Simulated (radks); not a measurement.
The oxygen ion O+, configuration [He] 2s2 2p3. Calculated with a radial shooting solver on a logarithmic mesh with Libxc functionals: scalar-relativistic Kohn-Sham, r2SCAN, spin-unpolarised, spherical densities, finite nucleus; meta-GGA in the generalised Kohn-Sham scheme; Fermi nuclear charge, rms radius 2.6991 fm.

Local quantities along the radius. ELF = 1/(1 + alpha^2) is the electron localisation function; alpha = (tau - tau_W)/tau_unif compares the Pauli kinetic energy density with that of the uniform gas; r v_xc is r times the local exchange-correlation potential (hartree bohr, multiplicative part alone). tau is taken from the large components.

r (bohr),ELF,alpha,r v_xc
0.01047,1.000,0.002991,-0.1092
0.01289,1.000,0.003147,-0.1261
0.01587,1.000,0.003354,-0.1464
0.01954,1.000,0.003631,-0.1705
0.02406,1.000,0.004008,-0.1988
0.02939,1.000,0.004509,-0.2303
0.03618,1.000,0.005245,-0.2680
0.04455,1.000,0.006329,-0.3104
0.05485,1.000,0.007991,-0.3572
0.067,1.000,0.01055,-0.4053
0.08249,1.000,0.01506,-0.4569
0.1016,0.999,0.02343,-0.5075
0.125,0.998,0.04040,-0.5546
0.154,0.994,0.07876,-0.5979
0.188,0.972,0.1703,-0.6455
0.2315,0.843,0.4314,-0.6808
0.285,0.421,1.172,-0.2981
0.3509,0.127,2.621,-0.3941
0.4286,0.101,2.989,-0.4871
0.5278,0.270,1.645,-0.5814
0.6498,0.623,0.7780,-0.7792
0.8,0.808,0.4881,-0.8262
0.985,0.856,0.4098,-0.8795
1.203,0.847,0.4256,-0.8819
1.481,0.780,0.5304,-0.8414
1.824,0.615,0.7906,-0.6997
2.245,0.329,1.428,-0.2749
2.743,0.096,3.074,-0.1019
3.377,0.014,8.316,-0.1692
4.157,0.001,27.91,-0.1050

On this mesh the ELF has minima near r = 0.39 bohr, which separate the shells, and maxima near 1.1 (0.86).
